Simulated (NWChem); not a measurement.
Everything below was run with NWChem. System: H$_{3}$Sb, charge 0, spin multiplicity 1, displaced from the optimised geometry. Level: CCSD(T)/def2-SVP with def2 effective core potentials on Sb, 4 core orbitals frozen, spin-restricted.

Part of the output:

```
             Northwest Computational Chemistry Package (NWChem) 7.3.0
             --------------------------------------------------------

                                NWChem Input Module
                                -------------------

 Scaling coordinates for geometry "geometry" by  1.889725989
 (inverse scale =  0.529177249)

                             Geometry "geometry" -> ""
                             -------------------------

 Output coordinates in angstroms (scale by  1.889725989 to convert to a.u.)

  No.       Tag          Charge          X              Y              Z
 ---- ---------------- ---------- -------------- -------------- --------------
    1 Sb                  51.0000     0.00055200     0.05413100     0.00000000
    2 H                    1.0000    -0.72025500    -0.91295500     1.23131800
    3 H                    1.0000    -0.61213400    -0.76789200    -1.04662100
    4 H                    1.0000     1.41233900    -0.93476900     0.00000000

 Effective nuclear repulsion energy (a.u.)      50.4133852207

            Nuclear Dipole moment (a.u.)
            ----------------------------
        X                 Y               Z
 ---------------- ---------------- ----------------
     0.2042831588     0.2741331005     0.3490267209


 Summary of "ao basis" -> "" (spherical)
 ------------------------------------------------------------------------------
       Tag                 Description            Shells   Functions and Types
 ---------------- ------------------------------  ------  ---------------------
 *                          def2-svp                  on all atoms

 Summary of "ao basis" -> "ao basis" (spherical)
 ------------------------------------------------------------------------------
       Tag                 Description            Shells   Functions and Types
 ---------------- ------------------------------  ------  ---------------------
 Sb                         def2-svp                10       26   4s4p2d
 H                          def2-svp                 3        5   2s1p

                                 NWChem SCF Module
                                 -----------------

  ao basis        = "ao basis"
  functions       =    41
  atoms           =     4
  closed shells   =    13
  open shells     =     0
  charge          =   0.00
  wavefunction    = RHF
  use symmetry    = F
  symmetry adapt  = F

 Summary of "ao basis" -> "ao basis" (spherical)
[...]
task        76 out of       190 done  40%  at       0.4 secs
task        86 out of       190 done  45%  at       0.4 secs
task        95 out of       190 done  50%  at       0.4 secs
task       105 out of       190 done  55%  at       0.4 secs
task       114 out of       190 done  60%  at       0.5 secs
task       124 out of       190 done  65%  at       0.5 secs
task       133 out of       190 done  70%  at       0.5 secs
task       143 out of       190 done  75%  at       0.5 secs
task       152 out of       190 done  80%  at       0.6 secs
task       162 out of       190 done  85%  at       0.6 secs
task       171 out of       190 done  90%  at       0.6 secs
task       181 out of       190 done  95%  at       0.6 secs
task       190 out of       190 done 100%  at       0.6 secs
 commencing triples evaluation - blocking       1
 ccsd(t): done        1 out of       28 progress:    3.6%
 ccsd(t): done        2 out of       28 progress:    7.1%
 ccsd(t): done        3 out of       28 progress:   10.7%
 ccsd(t): done        4 out of       28 progress:   14.3%
 ccsd(t): done        5 out of       28 progress:   17.9%
 ccsd(t): done        6 out of       28 progress:   21.4%
 ccsd(t): done        7 out of       28 progress:   25.0%
 ccsd(t): done        8 out of       28 progress:   28.6%
 ccsd(t): done        9 out of       28 progress:   32.1%
 ccsd(t): done       10 out of       28 progress:   35.7%
 ccsd(t): done       11 out of       28 progress:   39.3%
 ccsd(t): done       12 out of       28 progress:   42.9%
 ccsd(t): done       13 out of       28 progress:   46.4%
 ccsd(t): done       14 out of       28 progress:   50.0%
 ccsd(t): done       15 out of       28 progress:   53.6%
 ccsd(t): done       16 out of       28 progress:   57.1%
 ccsd(t): done       17 out of       28 progress:   60.7%
 ccsd(t): done       18 out of       28 progress:   64.3%
 ccsd(t): done       19 out of       28 progress:   67.9%
 ccsd(t): done       20 out of       28 progress:   71.4%
 ccsd(t): done       21 out of       28 progress:   75.0%
 ccsd(t): done       22 out of       28 progress:   78.6%
 ccsd(t): done       23 out of       28 progress:   82.1%
 ccsd(t): done       24 out of       28 progress:   85.7%
 ccsd(t): done       25 out of       28 progress:   89.3%
 ccsd(t): done       26 out of       28 progress:   92.9%
 ccsd(t): done       27 out of       28 progress:   96.4%
 ccsd(t): done       28 out of       28 progress:  100.0%
 Time for integral evaluation pass     1        0.62
 Time for triples evaluation pass      1        0.28

 pseudo-e(mp4)  -0.38155660742570E-02
 pseudo-e(mp5)   0.12970226827271E-03
        e(t)    -0.36858638059843E-02

 --------------
 CCSD(T) Energy
 --------------
 Reference energy:                    -240.946036027378767

 CCSD corr. energy:                     -0.160437816973215
 T(CCSD) corr. energy:                  -0.003815566074257
 Total CCSD+T(CCSD) energy:           -241.110289410426248

 CCSD corr. energy:                     -0.160437816973215
 (T) corr. energy:                      -0.003685863805984
 Total CCSD(T) energy:                -241.110159708157965

 routine      calls  cpu(0)   cpu-min  cpu-ave  cpu-max   i/o
 aoccsd          1     0.01     0.01     0.01     0.01    0.00
 iterdrv         1     0.01     0.01     0.01     0.01    0.00
 pampt          10     0.02     0.02     0.02     0.02    0.00
 t2pm           10     0.04     0.04     0.04     0.04    0.00
 sxy            10     0.07     0.07     0.07     0.07    0.00
 ints       361000     4.92     4.92     4.92     4.92    0.00
 t2eri        1900     0.58     0.58     0.58     0.58    0.00
 idx2         1900     0.15     0.15     0.15     0.15    0.00
 idx34          10     0.02     0.02     0.02     0.02    0.00
 ht2pm          10     0.05     0.05     0.05     0.05    0.00
 itm            10     0.17     0.17     0.17     0.17    0.00
 pdiis          10     0.01     0.01     0.01     0.01    0.00
 triples         1     0.00     0.00     0.00     0.00    0.00
 rdtrpo          1     0.01     0.01     0.01     0.01    0.00
 trpmos          1     0.62     0.62     0.62     0.62    0.00
 trpdrv          1     0.05     0.05     0.05     0.05    0.00
 dovvv       22680     0.08     0.08     0.08     0.08    0.00
 doooo       22680     0.04     0.04     0.04     0.04    0.00
 tengy       20412     0.09     0.09     0.09     0.09    0.00
 Total                 6.94     6.94     6.94     6.94    0.00

 Task  times  cpu:        7.7s     wall:        7.7s

 Total times  cpu:        7.7s     wall:        7.7s
```

**Question.** Write an NWChem input that would produce this output.

**Answer.** This is not unique; one that fits is 
```
start mol
memory heap 100 mb stack 700 mb global 1900 mb
geometry units angstroms nocenter noautoz noautosym
  Sb     0.000552     0.054131     0.000000
  H     -0.720255    -0.912955     1.231318
  H     -0.612134    -0.767892    -1.046621
  H      1.412339    -0.934769     0.000000
end
basis spherical
  * library def2-svp
end
ecp
  Sb library def2-ecp
end
scf
  rhf
  nopen 0
  maxiter 100
  thresh 1e-7
  semidirect memsize 60000000 filesize 0
end
ccsd
  freeze core 4
  maxiter 60
end
task ccsd(t) energy
```
